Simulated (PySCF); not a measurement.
PySCF job for MgFBr, SMILES [Mg]([F])[Br], TDA-LC-ωPBE/def2-SVPD. The structure is a stationary point at PBE0-D3(BJ)/def2-TZVP.

```python
import numpy as np
from pyscf import gto, scf, dft, tdscf

mol = gto.M(
    atom='''
    Mg    0.00000000    0.00000000   -1.16857053
    F     0.00000000    0.00000000   -2.91326883
    Br    0.00000000    0.00000000    1.14977902
    ''',
    basis='def2-SVPD',
    charge=0,
    spin=0,
    symmetry=True,
    symmetry_subgroup='C2v',
    max_memory=1600,
    verbose=4,
)
mf = dft.RKS(mol, xc='lc_wpbe').density_fit(auxbasis='def2-universal-jkfit')
mf.grids.level = 3
mf.conv_tol = 1e-9
mf.max_cycle = 100
mf.kernel()
mf.grids = dft.Grids(mol).set(level=1).build(with_non0tab=True)  # coarser grid for the response kernel
td = tdscf.TDA(mf)
td.singlet = True
td.nstates = 10
td.conv_tol = 1e-4
td.kernel(x0=td.get_init_guess(mf, 15))
td.analyze()
tt = tdscf.TDA(mf)
tt.singlet = False
tt.nstates = 4
tt.conv_tol = 1e-4
tt.kernel(x0=tt.get_init_guess(mf, 9))
tt.analyze(verbose=3)
```

Program output:

```
PySCF version 2.14.0

[INPUT] verbose = 4
[INPUT] num. atoms = 3
[INPUT] num. electrons = 56
[INPUT] charge = 0
[INPUT] spin (= nelec alpha-beta = 2S) = 0
[INPUT] symmetry True subgroup C2v
[INPUT] Mole.unit = angstrom
[INPUT] Symbol           X                Y                Z      unit          X                Y                Z       unit  Magmom
[INPUT]  1 Mg     0.000000000000   0.000000000000  -1.168570530000 AA    0.000000000000   0.000000000000  -2.208278258938 Bohr   0.0
[INPUT]  2 F      0.000000000000   0.000000000000  -2.913268830000 AA    0.000000000000   0.000000000000  -5.505280215932 Bohr   0.0
[INPUT]  3 Br     0.000000000000   0.000000000000   1.149779020000 AA    0.000000000000   0.000000000000   2.172767451571 Bohr   0.0

nuclear repulsion = 169.650609558419
point group symmetry = Coov, use subgroup C2v
symmetry origin: [ 0.00000000e+00  0.00000000e+00 -4.38686421e-09]
symmetry axis x: [1. 0. 0.]
symmetry axis y: [0. 1. 0.]
symmetry axis z: [0. 0. 1.]
num. orbitals of irrep A1 = 40
num. orbitals of irrep A2 = 7
num. orbitals of irrep B1 = 19
num. orbitals of irrep B2 = 19
number of shells = 33
number of NR pGTOs = 155
number of NR cGTOs = 85
basis = def2-SVPD
ecp = {}


[settings echo left out]
init E= -2872.09691648006
HOMO (B2) = -0.422582513077382  LUMO (A1) = -0.123348898476463  gap/eV = 8.14256
cycle= 1 E= -2873.19374642366  delta_E= -1.1  |g|= 0.679  |ddm|= 2.15
HOMO (B2) = -0.31588454996677  LUMO (A1) = -0.0057048380400806  gap/eV = 8.44042
cycle= 2 E= -2873.17396403101  delta_E= 0.0198  |g|= 0.86  |ddm|= 1.05
HOMO (B1) = -0.411234790562894  LUMO (A1) = -0.0066271010933816  gap/eV = 11.00994
cycle= 3 E= -2873.2886954951  delta_E= -0.115  |g|= 0.0431  |ddm|= 0.485
HOMO (B1) = -0.417382880282468  LUMO (A1) = -0.000506879070142574  gap/eV = 11.34377
cycle= 4 E= -2873.28951630875  delta_E= -0.000821  |g|= 0.0132  |ddm|= 0.0778
HOMO (B2) = -0.414580536740354  LUMO (A1) = -0.000436943276655111  gap/eV = 11.26942
cycle= 5 E= -2873.28965576432  delta_E= -0.000139  |g|= 0.00402  |ddm|= 0.0307
HOMO (B2) = -0.414755166393347  LUMO (A1) = -0.00038945316541561  gap/eV = 11.27547
cycle= 6 E= -2873.28966656807  delta_E= -1.08e-05  |g|= 0.00179  |ddm|= 0.0105
HOMO (B2) = -0.414541680522273  LUMO (A1) = -0.000496278524773963  gap/eV = 11.26675
cycle= 7 E= -2873.28966803638  delta_E= -1.47e-06  |g|= 0.000414  |ddm|= 0.00386
HOMO (B2) = -0.41460223112407  LUMO (A1) = -0.000534762122429644  gap/eV = 11.26735
cycle= 8 E= -2873.28966815184  delta_E= -1.15e-07  |g|= 7.49e-05  |ddm|= 0.00118
HOMO (B2) = -0.414593661755866  LUMO (A1) = -0.000531205173613269  gap/eV = 11.26721
cycle= 9 E= -2873.28966815582  delta_E= -3.98e-09  |g|= 2.16e-05  |ddm|= 0.000194
HOMO (B2) = -0.414598582403314  LUMO (A1) = -0.000531593683615217  gap/eV = 11.26734
cycle= 10 E= -2873.28966815612  delta_E= -3.01e-10  |g|= 3.16e-06  |ddm|= 6.19e-05
HOMO (B2) = -0.414597515251451  LUMO (A1) = -0.000531499839282024  gap/eV = 11.26731
Extra cycle  E= -2873.28966815614  delta_E= -1.96e-11  |g|= 1.67e-06  |ddm|= 9.59e-06
converged SCF energy = -2873.28966815614
tot grids = 18864


******** <class 'pyscf.tdscf.rks.TDA'> for <class 'pyscf.df.df_jk.DFSymAdaptedRKS'> ********
nstates = 10 singlet
deg_eia_thresh = 1.000e-03
wfnsym = None
conv_tol = 0.0001
eigh lindep = 1e-12
eigh level_shift = 0
eigh max_cycle = 100


Excitation energies (eV)
[6.2431689  6.2431689  7.56443138 7.74700298 7.74700298 7.77197112
 7.77203558 7.79302103 8.60012213 8.79904689]

** Singlet excitation energies and oscillator strengths **
Excited State   1:   B2      6.24317 eV    198.59 nm  f=0.0622
      28 -> 29        0.67663
      28 -> 33        0.11243
      28 -> 36       -0.12141
Excited State   2:   B1      6.24317 eV    198.59 nm  f=0.0622
      27 -> 29        0.67663
      27 -> 33        0.11243
      27 -> 36       -0.12141
Excited State   3:   A1      7.56443 eV    163.90 nm  f=0.1236
      26 -> 29        0.61198
      26 -> 36       -0.10937
      27 -> 30        0.17611
      27 -> 34        0.10028
      28 -> 31        0.17611
      28 -> 35        0.10028
Excited State   4:   B1      7.74700 eV    160.04 nm  f=0.0526
      24 -> 29       -0.66393
      24 -> 32        0.12776
      24 -> 33       -0.12847
      24 -> 36        0.10084
Excited State   5:   B2      7.74700 eV    160.04 nm  f=0.0526
      25 -> 29        0.66393
      25 -> 32       -0.12776
      25 -> 33        0.12847
      25 -> 36       -0.10084
Excited State   6:   A2      7.77197 eV    159.53 nm  f=0.0000
      27 -> 31       -0.40724
      27 -> 35       -0.26070
      28 -> 30       -0.40724
      28 -> 34       -0.26070
Excited State   7:   A1      7.77204 eV    159.53 nm  f=0.0000
      27 -> 30        0.40724
      27 -> 34        0.26069
      28 -> 31       -0.40724
      28 -> 35       -0.26069
Excited State   8:   A2      7.79302 eV    159.10 nm  f=0.0000
      27 -> 31       -0.40533
      27 -> 35       -0.26169
      27 -> 38       -0.10089
      28 -> 30        0.40533
      28 -> 34        0.26169
      28 -> 37        0.10089
Excited State   9:   A1      8.60012 eV    144.17 nm  f=0.3992
      23 -> 29       -0.40960
      23 -> 32        0.10515
      26 -> 29        0.19494
      27 -> 30       -0.30641
      27 -> 34       -0.16039
      28 -> 31       -0.30641
      28 -> 35       -0.16039
Excited State  10:   A1      8.79905 eV    140.91 nm  f=0.1282
      23 -> 29       -0.48884
      26 -> 29       -0.21525
      26 -> 32       -0.14085
      27 -> 30        0.24780
      28 -> 31        0.24780

** Transition electric dipole moments (AU) **
state          X           Y           Z        Dip. S.      Osc.
  1        -0.0000      0.6377      0.0000      0.4066      0.0622
  2         0.6377      0.0000      0.0000      0.4066      0.0622
  3         0.0000      0.0000      0.8165      0.6667      0.1236
  4         0.5265     -0.0000      0.0000      0.2772      0.0526
  5         0.0000     -0.5265     -0.0000      0.2772      0.0526
  6        -0.0000     -0.0000      0.0000      0.0000      0.0000
  7         0.0000     -0.0000     -0.0000      0.0000      0.0000
  8        -0.0000      0.0000      0.0000      0.0000      0.0000
  9         0.0000      0.0000      1.3764      1.8946      0.3992
 10         0.0000      0.0000     -0.7713      0.5948      0.1282

** Transition velocity dipole moments (imaginary part, AU) **
state          X           Y           Z        Dip. S.      Osc.
  1        -0.0000      0.1554      0.0000      0.0241      0.0701
  2         0.1554      0.0000      0.0000      0.0241      0.0701
  3         0.0000      0.0000      0.2385      0.0569      0.1364
  4         0.1438     -0.0000      0.0000      0.0207      0.0484
  5         0.0000     -0.1438      0.0000      0.0207      0.0484
  6        -0.0000     -0.0000      0.0000      0.0000      0.0000
  7         0.0000     -0.0000     -0.0000      0.0000      0.0000
  8        -0.0000      0.0000      0.0000      0.0000      0.0000
  9         0.0000      0.0000      0.3518      0.1238      0.2611
 10         0.0000      0.0000     -0.1644      0.0270      0.0557

** Transition magnetic dipole moments (imaginary part, AU) **
state          X           Y           Z
  1         0.4166      0.0000      0.0000
  2         0.0000     -0.4166      0.0000
  3         0.0000     -0.0000      0.0000
  4        -0.0000      0.8527      0.0000
  5         0.8527      0.0000     -0.0000
  6        -0.0000      0.0000     -0.0000
  7         0.0000     -0.0000      0.0000
  8        -0.0000      0.0000     -0.0000
  9         0.0000     -0.0000      0.0000
 10         0.0000     -0.0000      0.0000


******** <class 'pyscf.tdscf.rks.TDA'> for <class 'pyscf.df.df_jk.DFSymAdaptedRKS'> ********
nstates = 4 triplet
deg_eia_thresh = 1.000e-03
wfnsym = None
conv_tol = 0.0001
eigh lindep = 1e-12
eigh level_shift = 0
eigh max_cycle = 100


Excitation energies (eV)
[5.92181799 5.92181799 6.73103508 7.41823776]

** Triplet excitation energies and oscillator strengths **
Excited State   1:   B2      5.92182 eV    209.37 nm  f=0.0000
Excited State   2:   B1      5.92182 eV    209.37 nm  f=0.0000
Excited State   3:   A1      6.73104 eV    184.20 nm  f=0.0000
Excited State   4:   B1      7.41824 eV    167.13 nm  f=0.0000
```

The run converged.

Cost: about 21 core-seconds (a rough figure).
